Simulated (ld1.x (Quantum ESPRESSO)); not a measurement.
# tellurium (Te), RRKJ: configuration errors across variants

```json
{
  "Element": "Te (Z = 52)",
  "Generator": "ld1.x (Quantum ESPRESSO) 7.5",
  "Type": "norm-conserving RRKJ (Kleinman–Bylander form)",
  "Functional": "LDA (PZ)",
  "Relativity": "scalar-relativistic",
  "Frozen core": "[Kr]",
  "Valence charge": "16",
  "Reference configuration": "4d10 5s2 5p4",
  "Partial waves": "5p (bound): rc 1.75 bohr; 4d (bound): rc 1.05 bohr; 5s (bound): rc 1.45 bohr",
  "Local potential": "the s channel",
  "Core correction": "none"
}
```

All-electron excitation energies from the reference (eV): (1) 4d10 5s2 5p3 9.916; (2) 4d10 5s2 5p2 28.089; (3) 4d10 5s2 5p1 55.321; (4) 4d10 5s1 5p4 19.846; (5) 4d10 5s2 5p0 92.227; (6) 4d9 5s2 5p4 49.313; (7) 4d10 5s0 5p6 18.915; (8) 4d10 5s2 5p4 spin -0.480; (9) 4d10 5s2 5p3 spin 8.605.

Spin tests fill each open shell by Hund’s rule, majority spin first.

Errors AE − PS in meV (a dash: test not solved or not reliable):

```csv
change,(1),(2),(3),(4),(5),(6),(7),(8),(9),bound ghosts
base,-0.7,+3.7,+20,+2.0,+59,-218,-5.9,+9.5,+28,none
wave 4d (bound): rc 1.05 bohr becomes 4d (bound): rc 0.76 bohr,-0.8,+3.6,+20,+1.9,+58,-230,-6.5,+9.6,+28,none
wave 4d (bound): rc 1.05 bohr becomes 4d (bound): rc 0.90 bohr,-0.7,+3.6,+20,+2.0,+59,-223,-5.7,+9.6,+28,none
wave 4d (bound): rc 1.05 bohr becomes 4d (bound): rc 0.98 bohr,-0.7,+3.7,+20,+2.0,+59,-220,-5.8,+9.6,+28,none
wave 4d (bound): rc 1.05 bohr becomes 4d (bound): rc 1.08 bohr,-0.7,+3.6,+20,+2.0,+59,-217,-5.9,+9.5,+28,none
wave 4d (bound): rc 1.05 bohr becomes 4d (bound): rc 1.18 bohr,-0.7,+3.7,+20,+2.0,+59,-210,-6.0,+9.5,+28,none
wave 4d (bound): rc 1.05 bohr becomes 4d (bound): rc 1.26 bohr,-0.7,+3.7,+20,+2.0,+59,-204,-6.0,+9.6,+28,none
wave 4d (bound): rc 1.05 bohr becomes 4d (bound): rc 1.36 bohr,-0.7,+3.8,+21,+2.0,+60,-186,-5.9,+9.5,+28,none
wave 4d (bound): rc 1.05 bohr becomes 4d (bound): rc 1.48 bohr,-0.7,+3.9,+21,+1.9,+61,-137,-5.8,+9.4,+27,none
wave 4d (bound): rc 1.05 bohr becomes 4d (bound): rc 1.58 bohr,-0.7,+3.9,+21,+1.8,+61,-97,-5.9,+9.1,+27,none
```

Question: Give the same row for: wave 4d (bound): rc 1.05 bohr becomes 4d (bound): rc 0.66 bohr.

Answer: -0.7, +3.5, +20, +1.6, +58, -237, -8.2, +9.6, +28; bound ghosts: none.
